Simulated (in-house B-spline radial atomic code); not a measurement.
Configurations of neutral rhodium, with energies counted from [Kr] (4d3/2)4 (4d5/2)4 5s1. Level of theory: Dirac-Hartree-Fock, average of each configuration as written, Fermi nucleus of rms radius 4.4945 fm; calculated with a B-spline radial code for spherical atoms. Energies include first-order Breit, QED and recoil terms.

Occupations are held fixed; configurations that lie above the ionisation limit could autoionise.

```
                                                 configuration  E - E(ref) (eV)  highest orbital  its <r> (bohr)
                                    [Kr] (4d3/2)3 (4d5/2)5 5s1          0.44223            5s1/2           3.606
                                        [Kr] (4d3/2)3 (4d5/2)6          0.77892            4d5/2           1.664
                               [Kr] (4d3/2)3 (4d5/2)5 (6g7/2)1           6.1412            6g7/2              44
                           [Kr] (4d3/2)3 (4d5/2)4 5s1 (5f5/2)1           8.8707            5f5/2           31.43
[Ar] 3d10 4s2 (4p1/2)2 (4p3/2)3 (4d3/2)4 (4d5/2)4 5s1 (6f5/2)1           57.365            6f5/2           47.91
```

Order these further configurations by energy, lowest first.
A. [Kr] (4d3/2)2 (4d5/2)6 (6p3/2)1
B. [Kr] (4d3/2)3 (4d5/2)4 5s1 (7f5/2)1
C. [Kr] (4d3/2)2 (4d5/2)6 (6f5/2)1
D. [Kr] (4d3/2)1 (4d5/2)6 5s1 (6f7/2)1
E. [Kr] (4d3/2)2 (4d5/2)6 5s1

E (0.60649 eV), A (5.2596 eV), C (6.3092 eV), B (9.1376 eV), D (9.3487 eV).

How far above the reference does [Ar] 3d10 4s2 (4p1/2)1 (4p3/2)4 (4d3/2)3 (4d5/2)5 (4f7/2)1 5s1 lie?

61.537 eV; its least bound orbital is 4f7/2 with <r> = 17.96 bohr.
